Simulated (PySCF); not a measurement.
Bond curve of TlO

Set-up: PySCF, spin-free X2C with a Gaussian nucleus, basis sets Tl x2c-TZVPPall, O x2c-TZVPPall. Energies in eV from Tl + O in their ground configurations at the same level. All curves are PBE0. state 1: doublet, unpaired electrons π ↑, a mixture of terms (⟨Lz²⟩ = 1.5); state 2: doublet, unpaired electrons σ ↑, a mixture of terms (⟨Lz²⟩ = 0.5), a second solution, started from another occupation; state 3: quartet, unpaired electrons σ ↑, π ↑↑, a mixture of terms (⟨Lz²⟩ = 2.5), a second solution, started from another occupation.

```
R (Å)  state 1  state 2  state 3
1.877   -2.362   -2.869   0.9602
1.965   -2.826   -3.026   0.5524
2.052   -3.075   -3.044   0.3060
2.118   -3.161   -2.996   0.1904
2.183   -3.182   -2.913   0.1142
2.248   -3.156   -2.804   0.0648
2.336   -3.067   -2.633   0.0253
2.445   -2.899   -2.396   0.0001
2.576   -2.652   -2.101  -0.0131
2.751   -2.295   -1.717  -0.0192
```

Task: Put a parabola through the three lowest points of the state 1 curve and estimate Re, k and ωe (reduced mass 14.84 u; 1 eV/Å² = 0.16022 mdyn/Å; ωe = 1302.8·√(k/μ) cm⁻¹).

Result: Through R = 2.118, 2.183, 2.248 Å the second-order coefficient is 5.56 eV/Å², so Re ≈ 2.180 Å, k ≈ 1.78 mdyn/Å and ωe ≈ 451 cm⁻¹. A polynomial fit of higher order to the unrounded PBE0 energies gives Re = 2.177 Å, k = 1.84 mdyn/Å, ωe = 458 cm⁻¹; anharmonicity and rounding make the difference.

The higher-order fit for each curve: state 1: Re = 2.177 Å, ωe = 458 cm⁻¹, De = 3.18 eV; state 2: Re = 2.021 Å, ωe = 499 cm⁻¹, minimum 3.05 eV below the ground-state fragments. State 3 gave no clean fit.

These are scalar-relativistic numbers at best; spin–orbit coupling would shift them, the dissociation energy most. Counting both spins, an empty level lies below a filled one in some of these solutions, because spin and occupation are held. The state was picked by a PBE0 search and need not be the measured ground state.
